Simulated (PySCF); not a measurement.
**Broadened absorption spectrum of C5H5F3GeS**

Compound: C5H5F3GeS.
InChI=1S/C5H5F3GeS/c6-5(7,8)9-4-2-1-3-10-4/h1-3H,9H2

Theory: TDDFT CAM-B3LYP/def2-SVPD, vertical, gas phase, core orbitals frozen in the response (PySCF). Isolated species at its PBE0-D3(BJ)/def2-SVP geometry (one conformer only). Relativistic effects, spin–orbit coupling among them, are left out although an element past zinc is present. Torsions of this conformer, `[F:1][C:2]([F:3])([F:4])[GeH2:5][c:6]1[cH:7][cH:8][cH:9][s:10]1`: F1–C2–Ge5–C6 178°, C2–Ge5–C6–C7 96°.

Computed states:

```tsv
state	E (eV)	f
S1	5.54	0.174
S2	5.74	0.105
S3	6.48	0.0012
S4	6.49	0.0026
S5	6.77	0.0035
S6	7.05	0.023
S7	7.10	0.0011
S8	7.35	0.0078
S9	7.41	0.047
S10	7.48	0.016
```

Broadening: Gaussians 0.3 eV wide at half height, area fixed by f = 4.319×10⁻⁹ ∫ε dν̃. The width is an assumption, not a result. The curve ends short of the highest state used, and states not computed would add to its high-energy end.

Task: Give the broadened spectrum and its maxima.

Result: 
(λ (nm), ε (L mol⁻¹ cm⁻¹)): (180.3, 1068), (182.5, 607), (184.6, 427), (186.8, 367), (189.0, 370), (191.2, 362), (193.3, 290), (195.5, 176), (197.7, 81), (199.9, 39), (202.1, 78), (204.2, 298), (206.4, 1004), (208.6, 2615), (210.8, 5380), (212.9, 8858), (215.1, 12722), (217.3, 16140), (219.5, 18591), (221.7, 19520), (223.8, 18511), (226.0, 15496), (228.2, 11305), (230.4, 7149), (232.5, 4042), (234.7, 1943), (236.9, 817), (239.1, 303), (241.2, 105), (243.4, 31)

Maxima: 222 nm (5.59 eV), ε about 20000, made up of S1 (74%) and S2 (26%); 190 nm (6.53 eV), ε about 370, made up of S3 (25%), S4 (59%) and S5 (15%) (hardly more than a shoulder) (ε in L mol⁻¹ cm⁻¹; maxima over ε = 5, shares over 10%). At its high-energy end, 6.88 eV, the curve is still rising (ε about 1100, from S5 and S6).

Task: What would ε be at 5.59 eV, the highest of these maxima, with half the width (0.15 eV)?

Result: About 25200 L mol⁻¹ cm⁻¹ against 19500, a factor of about 1.3; a lone state at its own centre would give exactly 2.

Task: Coming from long wavelengths, where does ε first pass 100 L mol⁻¹ cm⁻¹?

Result: At about 241 nm (5.14 eV), 0.40 eV below S1.

Task: On this curve, what absorbance would a 10⁻⁴ mol/L sample give at 222 nm over a 1 cm path?

Result: 222 nm is 5.585 eV, where ε is about 19000 L mol⁻¹ cm⁻¹, so A = ε c l ≈ 1.9 (Beer–Lambert, with the gas-phase spectrum and the assumed width).

All these states lie below the vertical ionisation energy of 9.11 eV (ΔSCF).

The run took 15 min on one thread of an Intel Xeon at 2.50 GHz, shared host, and the process peaked at 1.4 GiB of memory.
